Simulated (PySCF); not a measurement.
**Electron correlation in Yb⁵⁵⁺ (ytterbium, charge +55)**

[Ne] 3s2 3p3, high-spin 4S determinant. Computed with PySCF 2.14 in an even-tempered Gaussian basis (16 s from 14 bohr⁻², ratio 2.5; 10 p from 18 bohr⁻², ratio 2.5; 4 d from 72 bohr⁻², ratio 2.7; 4 f from 110 bohr⁻², ratio 2.7), with the non-relativistic Hamiltonian (point nucleus). Frozen: 1s2; 13 electrons correlated; the 17 highest virtual orbitals of each spin left out.

```
  level  correlation energy (mhartree)
   CCSD                        -525.91
    (T)                          -0.70
CCSD(T)                        -526.61
```

Diagnostics: T1 = 0.00017, D1 = 0.0005, largest double amplitude 0.021.

Task: Is a single reference adequate?

Result: Yes, within this model without spin-orbit coupling: T1 lies below 0.03 and no double amplitude reaches 0.07.

At this charge a non-relativistic calculation is a model, useful for the Z dependence of the correlation energy.

Spin-orbit coupling is strong in this species, so the high-spin LS determinant is a model state.
